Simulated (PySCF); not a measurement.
Gas-phase reaction: SnH2 + SnHCl3 → SnH3Cl + SnCl2

Method: PySCF energies (xtb for GFN2) plus ideal-gas RRHO corrections (1 bar). † marks an energy on the PBE0/def2-TZVP geometry and frequencies; other levels use their own. MP2 and CCSD(T) freeze the core. All species are closed-shell singlets. B3LYP is the form with VWN-RPA correlation. Sn: scalar-relativistic def2 core potential, no spin-orbit coupling. SnH2, SnHCl3, SnH3Cl: computed as isolated molecules; such fragments, hydroxides, amides, oligomers or adducts are transient or little studied in the gas. MP2 isn't extrapolated to the basis-set limit. CCSD(T) isn't extrapolated to the basis-set limit.

| level | ΔH°(298 K), kJ |
|---|---|
| B3LYP/def2-TZVP† | -131 |
| BLYP/def2-TZVP† | -136 |
| CCSD(T)/def2-TZVPP† | ? |
| GFN2-xTB | -140 |
| MP2/def2-SVP† | ? |
| PBE/def2-TZVP† | -131 |
| PBE0/def2-TZVP | ? |
| r2SCAN/def2-TZVP† | ? |
| ωB97X-V/def2-TZVP† | -118 |

### Question
Some entries are withheld; supply them.

### Answer

- CCSD(T)/def2-TZVPP†, ΔH°(298 K), kJ: -115
- MP2/def2-SVP†, ΔH°(298 K), kJ: -105
- PBE0/def2-TZVP, ΔH°(298 K), kJ: -125
- r2SCAN/def2-TZVP†, ΔH°(298 K), kJ: -128
